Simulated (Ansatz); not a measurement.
The cluster Sn₄Te₃: single points at one geometry.

```yaml
crystal:
  periodic: [false, false, false]
  atoms:
    - {symbol: Sn, position_ang: [-1.940674, 0.987391, 0.723783]}
    - {symbol: Sn, position_ang: [0.490929, -0.428704, -2.121643]}
    - {symbol: Sn, position_ang: [-0.161342, -1.581512, 1.654694]}
    - {symbol: Sn, position_ang: [1.231342, 1.354379, 1.383720]}
    - {symbol: Te, position_ang: [2.293462, -1.074150, 0.149372]}
    - {symbol: Te, position_ang: [-1.871077, -1.555938, -0.717084]}
    - {symbol: Te, position_ang: [-0.042649, 2.298534, -1.072843]}
basis:
  gaussian: {orbitals: def2-TZVPD, initial_orbitals: start.molden}
hamiltonian: {xc: pbe, dispersion: d4}
scf: {omitted_lower_state_checks: [starts]}
output: {orbitals: {seedname: orbitals}}
```

The file start.molden holds the orbitals of an earlier run on this structure, at another level or in another basis.

```sh
$ ansatz run in.yaml --threads 4 --pin off --events-out ev --progress --plain --max-ram 4787MiB
```

Shortened log:

```
Functional definition: PBE
2963 factors; their error is unknown
mean field evaluation 1: about -45215.4646 eV, gradient 1.1e1 eV
mean field evaluation 2: about -45215.6923 eV, gradient 2.6e-1 eV
mean field evaluation 4: about -45215.6782 eV, gradient 7.7e-4 eV
mean field evaluation 8: about -45215.6782 eV, gradient 1.3e-5 eV
mean field -45215.67819787 eV, -1661.6455254844 hartree, gradient 1.3e-5 eV, S^2 0.000000; 0 other end points of the search recorded, 0 dependent functions left out
reference -45215.67825633 eV, -1661.6455276326 hartree; 80, 80 occupied and 321, 321 virtual orbitals, 2963 factors
Total energy: -45216.58522184 eV, -1661.6788580004 hartree
Checks for a lower state left out: starts
```

It took 19 s on 4 threads of Arm Neoverse V1 on a shared host, peak host memory 1.4 GiB.

As the first input, with `gaussian: {orbitals: def2-SVP, initial_orbitals: start.molden}`, `hamiltonian: {xc: pbe}`, `correlation: {method: rpa}` and without the key `output` (abridged; 16 s):

```
Functional definition: PBE
mean field -45214.18595775 eV, -1661.5906866714 hartree, gradient 1.6e-6 eV, S^2 0.000000
28 core orbitals not correlated: weight in the atoms' cores, before any rotation towards them, 1.000 or more for the frozen orbitals, at most 0.000 for the correlated occupied ones
Total energy: -45055.52061803 eV, -1655.7598429837 hartree
Checks for a lower state left out: starts
```

First input, but with `gaussian: {orbitals: def2-TZVP, initial_orbitals: start.molden}`, `hamiltonian: {xc: lda}` (abridged; 6 s):

```
Functional definition: SPW92
mean field -45149.64944132 eV, -1659.2190134369 hartree, gradient 1.6e-5 eV, S^2 0.000000
Total energy: -45149.64948316 eV, -1659.2190149745 hartree
Checks for a lower state left out: starts
```

As the first input, with `gaussian: {orbitals: def2-TZVP, initial_orbitals: start.molden}`, `hamiltonian: {xc: {name: B3LYP}, dispersion: d4}` (abridged; 30 s):

```
Functional definition: B3LYP
the host lacks memory for fits, so the integrals are decomposed
mean field -45230.30864137 eV, -1662.1831843659 hartree, gradient 4.8e-5 eV, S^2 0.000000
Total energy: -45231.83698170 eV, -1662.2393498372 hartree
Checks for a lower state left out: starts
```

As the first input, with `gaussian: {orbitals: def2-SVP, initial_orbitals: start.molden}`, `hamiltonian: {xc: pbe0, dispersion: d4}` (abridged; 10 s):

```
Functional definition: PBE0
mean field -45216.15872692 eV, -1661.6631846010 hartree, gradient 3.6e-5 eV, S^2 0.000000
Total energy: -45216.95742458 eV, -1661.6925361988 hartree
Checks for a lower state left out: starts
```

The first input with `gaussian: {orbitals: def2-TZVP, initial_orbitals: start.molden}` (abridged; 9.5 s):

```
Functional definition: PBE
mean field -45215.65423480 eV, -1661.6446448578 hartree, gradient 9.8e-6 eV, S^2 0.000000
Total energy: -45216.56124420 eV, -1661.6779768383 hartree
Checks for a lower state left out: starts
```

The first input with `gaussian: {orbitals: def2-TZVP, initial_orbitals: start.molden}`, `hamiltonian: {xc: r2scan, dispersion: d4}` (abridged; 24 s):

```
Functional definition: r2SCAN
mean field -45233.33476333 eV, -1662.2943922967 hartree, gradient 1.3e-5 eV, S^2 0.000000
Total energy: -45233.50196765 eV, -1662.3005369423 hartree
Checks for a lower state left out: starts
```

Geometry: r2SCAN-D4/def2-SVP.

In the def2 sets Sn, Te take a core potential; there is no spin–orbit coupling. B3LYP takes the VWN-RPA correlation. Correlated methods freeze 28 core orbitals; core or outer-core shells of Sn, Te are correlated, in sets that lack core-valence functions. The structure comes from a short search, and lower isomers may exist.
